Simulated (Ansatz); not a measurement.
H$_{3}$ClO$_{2}$SeSi (SMILES O[Si](O)(Cl)[SeH]), singlet, at a GFN2-xTB geometry; SC-NEVPT2/STO-3G, CASSCF(6,5) (Ansatz, an electronic-structure program).

Input for Ansatz:
Ansatz 0.2 input:
```yaml
crystal:
  periodic: [false, false, false]
  atoms:
    - {symbol: O, position_ang: [-1.58170229, -1.14062528, -0.64070472]}
    - {symbol: Si, position_ang: [-0.72202856, 0.04326500, 0.03152289]}
    - {symbol: O, position_ang: [-1.35706208, 1.45044399, -0.45168701]}
    - {symbol: Cl, position_ang: [-0.85520112, -0.25987859, 2.00430849]}
    - {symbol: Se, position_ang: [1.44450479, 0.03850995, -0.70613706]}
    - {symbol: H, position_ang: [-1.81665783, -1.11773974, -1.56559795]}
    - {symbol: H, position_ang: [-0.98733473, 2.28909483, -0.18764048]}
    - {symbol: H, position_ang: [1.84776316, -1.14701676, -0.01353254]}
basis:
  gaussian:
    orbitals: STO-3G
magnetization: {spin_polarized: false}
correlation: {method: sc_nevpt2, electrons: all, active_space: {window: {electrons: 6, orbitals: 5}}}
```

What the program printed (banner, timings and long lists left out):

```
Functional definition: HF
562 factors; integrals over basis functions are off by at most 3.0e-5 eV
mean field evaluation 1: about -88794.9846 eV, gradient 3.0e1 eV
mean field evaluation 2: about -88795.0500 eV, gradient 3.0e1 eV
mean field evaluation 4: about -88798.4137 eV, gradient 1.2e0 eV
mean field evaluation 8: about -88798.4210 eV, gradient 9.9e-6 eV
mean field -88798.42102419 eV, -3263.2817829074 hartree, gradient 1.7e-6 eV, S^2 0.000000; 0 other end points of the search recorded, 0 dependent functions left out
reference -88798.42102419 eV, -3263.2817829074 hartree; 42, 42 occupied and 7, 7 virtual orbitals, 562 factors
state -88799.10308294 eV, -3263.3068481041 hartree
state -88799.10308294 eV, -3263.3068481041 hartree; corrected -88801.90585779 eV, -3263.4098481802 hartree
Total energy: -88801.90585779 eV, -3263.4098481802 hartree
```
